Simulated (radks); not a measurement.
Values are calculated unless marked as measured or tabulated.
Neutral calcium inside a hard spherical wall (all orbitals vanish at R), configuration held at [Ar] 4s2 and not refilled when levels cross. Code: a radial shooting solver on a logarithmic mesh with Libxc functionals. Model: non-relativistic Kohn-Sham, PBE, spin-unpolarised, spherical densities, point nucleus. Eigenvalues in eV, with the zero of energy where the potential of the charges vanishes at infinity; a dash marks a level that is unbound or too diffuse for the functional's potential to be trusted. A positive occupied level is held by the wall or, in an anion where self-interaction has pushed it up, behind a barrier. The pressure on the wall is -dE/dV.

[
 {"R (bohr)": "free", "E (hartree)": "-677.34882", "kinetic (hartree)": "676.672", "e(2p)": "-334.46", "e(3s)": "-46.686", "e(3p)": "-28.059", "e(4s)": "-3.753", "e(3d, empty)": "-2.069", "e(4p, empty)": "-1.418", "pressure (GPa)": "0"},
 {"R (bohr)": "20", "E (hartree)": "-677.34882", "kinetic (hartree)": "676.672", "e(2p)": "-334.46", "e(3s)": "-46.686", "e(3p)": "-28.059", "e(4s)": "-3.753", "e(3d, empty)": "-2.069", "e(4p, empty)": "-1.418", "pressure (GPa)": "< 0.0001"},
 {"R (bohr)": "15", "E (hartree)": "-677.34880", "kinetic (hartree)": "676.672", "e(2p)": "-334.45", "e(3s)": "-46.684", "e(3p)": "-28.056", "e(4s)": "-3.752", "e(3d, empty)": "-2.066", "e(4p, empty)": "-1.409", "pressure (GPa)": "0.000172"},
 {"R (bohr)": "12", "E (hartree)": "-677.34848", "kinetic (hartree)": "676.675", "e(2p)": "-334.42", "e(3s)": "-46.651", "e(3p)": "-28.024", "e(4s)": "-3.728", "e(3d, empty)": "-2.037", "e(4p, empty)": "-1.344", "pressure (GPa)": "0.00548"},
 {"R (bohr)": "8", "E (hartree)": "-677.33304", "kinetic (hartree)": "676.770", "e(2p)": "-333.70", "e(3s)": "-45.966", "e(3p)": "-27.348", "e(4s)": "-3.175", "e(3d, empty)": "-1.431", "e(4p, empty)": "-0.384", "pressure (GPa)": "0.535"},
 {"R (bohr)": "7", "E (hartree)": "-677.30912", "kinetic (hartree)": "676.883", "e(2p)": "-333.02", "e(3s)": "-45.327", "e(3p)": "-26.720", "e(4s)": "-2.548", "e(3d, empty)": "-0.854", "e(4p, empty)": "0.572", "pressure (GPa)": "1.75"},
 {"R (bohr)": "6", "E (hartree)": "-677.24894", "kinetic (hartree)": "677.120", "e(2p)": "-331.83", "e(3s)": "-44.241", "e(3p)": "-25.659", "e(4s)": "-1.228", "e(3d, empty)": "0.167", "e(4p, empty)": "2.474", "pressure (GPa)": "6.04"}
]
